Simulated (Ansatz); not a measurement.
Two isomers of C2H8BFSi: A = `BC(C)(F)[SiH3]`, B = `BC[SiH](C)F`.

Calculated with Ansatz (gas phase, PBE0-D4/def2-TZVP geometries, no zero-point term in ΔE). CBS: MP2 limit from def2 TZ/QZ plus the TZ coupled-cluster correction, frozen cores. Functionals use def2-TZVPP. B3LYP here is the variant with VWN-RPA as its local correlation; programs differ in this. Each species was taken in one conformer, which may not be the lowest.

A:

```xyz
13

B     0.478    0.726   -1.309
C     0.134    0.593    0.156
C     1.048   -0.021    1.192
F    -0.539    1.674    0.729
Si   -1.266   -0.743   -0.282
H     1.092   -0.172   -1.813
H     0.031    1.612   -1.971
H     1.780    0.726    1.509
H     0.502   -0.352    2.079
H     1.587   -0.871    0.772
H    -0.686   -2.104   -0.195
H    -2.295   -0.526    0.762
H    -1.867   -0.543   -1.627
```

B:

Z-matrix (Å, degrees):
```
C
Si 1 1.878
B 1 1.533 2 110.5
H 1 1.096 2 103.5 3 -122.5
H 1 1.095 2 103.4 3 122.4
F 2 1.606 1 106.7 3 178.8
C 2 1.852 1 112.7 3 59.7
H 2 1.485 1 110.5 3 -65.7
H 3 1.198 1 120.9 2 87.3
H 3 1.199 1 120.7 2 -89.2
H 7 1.094 2 110.1 1 -65.5
H 7 1.092 2 111.1 1 174.7
H 7 1.093 2 111.2 1 54.0
```

Which isomer does CCSD(T)/CBS put lower? Give the gap. (An estimate is asked.)

The calculation gave: B, by 304.8 kJ/mol.

Give E(B) − E(A) in kJ/mol with r2SCAN-D4, B2PLYP, B3LYP-D4, PBE-D4, PBE0-D4, ωB97M-V, HF/def2-TZVPP. (Estimate.)

The calculation gave: r2SCAN-D4 -294.4, B2PLYP -302.7, B3LYP-D4 -292.4, PBE-D4 -273.4, PBE0-D4 -288.0, ωB97M-V -296.5, HF/def2-TZVPP -320.3. None reverses the order clearly.

Largest T1 diagnostic: 0.013.

From PBE to PBE0 (25 % exact exchange), in def2-TZVPP and without D4, E(B) − E(A) moves by −14.2 kJ/mol. In def2-TZVPP, CCSD(T) changes the Hartree–Fock value by +20.4 kJ/mol (the triples alone add +5.2 kJ/mol) and MP2 by +6.3 kJ/mol.
